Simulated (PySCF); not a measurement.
# How the method changes the constants of NdC

State: quintet, about 3.3 electrons in the 4f shell (Mulliken), real f orbitals that mix terms. Set-up: Nd x2c-SVPall, C x2c-SVPall; spin-free X2C with a Gaussian nucleus (PySCF 2.14). De refers to Nd (4f4 6s2) + C in their high-spin ground configurations, without counterpoise correction. The functionals are run spin-unrestricted. A positive dipole means Nd(−)C(+). Levels whose curve was spin-contaminated or gave no clean fit are not listed.

| Level | Re (Å) | ωe (cm⁻¹) | De (eV) | μ (D) |
| --- | --- | --- | --- | --- |
| PBE | 1.884 | 724 | 3.84 | -5.00 |
| PBE0 | 1.852 | 820 | 3.26 | -6.64 |
| M06 | 1.850 | 789 | 2.84 | -6.67 |
| BHandHLYP | 1.862 | 822 | 2.44 | -7.39 |

Spin–orbit coupling is left out, which matters for elements this heavy, above all for dissociation energies. With d or f electrons several states lie close, and the lowest PBE0 determinant need not be the measured ground state.

The whole job (state search and all levels along the bond) took about 16 min on 2 threads of Arm Neoverse V2 (shared host), peak memory 2.8 GiB.
